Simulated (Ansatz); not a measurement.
Molecule: sum formula Si₂H₃Cl₂ (charge 0, doublet). It need not be the lowest isomer of its formula. 
Geometry from a B3LYP-D3(BJ)/def2-TZVP (Ansatz, a quantum-chemistry and plane-wave program) optimisation:
```xyz
7

Cl     2.3247    -1.3550    -0.0839
Si     1.1177     0.3050     0.2451
Si    -1.1104    -0.3105    -0.1441
Cl    -2.2548     1.4041     0.0775
H      1.5942     1.3899    -0.6533
H     -1.3368    -0.8429    -1.5070
H     -1.5479    -1.3055     0.8562
```
Charge 0, spin multiplicity 2.

Basis-set convergence of Hartree-Fock and MP2 correlation energies (hartree) with Ansatz. Cores are frozen in the correlated levels unless marked. UHF or UKS for open shells. Spin-orbit coupling is left out. No relativistic terms.

```json
[
 {"basis": "cc-pV(D+d)Z", "functions": "107", "E(HF)": "-1498.69487", "E(corr, MP2)": "-0.44653"},
 {"basis": "cc-pV(T+d)Z", "functions": "198", "E(HF)": "-1498.75325", "E(corr, MP2)": "-0.59293"},
 {"basis": "cc-pV(Q+d)Z", "functions": "346", "E(HF)": "-1498.76704", "E(corr, MP2)": "-0.64981"}
]
```

Extrapolating the two largest sets (X = 3 and 4) as X^-3: E(corr) = (64·(-0.64981) - 27·(-0.59293))/37 = -0.6913 Eh, an estimate of the basis-set limit. The largest set recovers 94.0 % of it, the smallest 64.6 %.
